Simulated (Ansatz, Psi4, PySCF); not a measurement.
C3H9Sb (SMILES [CH3][Sb]([CH3])[CH3]), singlet, at a GFN2-xTB geometry (all electrons, no relativity). Base run: BLYP/STO-3G (PySCF).

Here is a job for PySCF.
```python
from pyscf import gto, scf, dft

mol = gto.Mole()
mol.atom = '''
    Sb   -0.006738    0.007403    0.431424
    C     0.192544   -1.823265   -0.714740
    H     1.117611   -2.323686   -0.452256
    H     0.198144   -1.591922   -1.774437
    H    -0.636971   -2.486204   -0.496815
    C     1.489217    1.049401   -0.743781
    H     2.476040    0.671277   -0.502375
    H     1.458237    2.110237   -0.523020
    H     1.295101    0.897088   -1.800014
    C    -1.646684    0.735326   -0.787370
    H    -2.551984    0.187230   -0.552656
    H    -1.408723    0.601973   -1.837180
    H    -1.814271    1.787682   -0.588540
'''
mol.basis = 'sto-3g'
mol.charge = 0
mol.spin = 0
mol.verbose = 4
mol.build()

mf = dft.RKS(mol)
mf.xc = 'blyp'
mf.kernel()
```

The same geometry, method and basis name were run in Ansatz (an electronic-structure program) and Psi4 and PySCF, at each program's defaults and at the settings that a row names. The base is PySCF at its defaults. Differences at the defaults can come from grids, fitting, cores and function types together.

```csv
code and settings,ΔE vs base (mEh),basis functions,E (Eh),SCF cycles,dipole (D)
"PySCF, defaults (exact integrals, its default grid, spherical functions)",0.000,51,-6371.53884,8,0.70
"Ansatz, defaults (factorised integrals, its default grid, spherical functions)",-0.001,51,-6371.53884,-,-
"PySCF, fine grid",-0.001,51,-6371.53884,8,0.70
"Psi4, exact integrals, spherical functions, fine grid",0.041,51,-6371.53880,9,0.70
"Ansatz, high accuracy",-0.001,51,-6371.53884,-,-
```
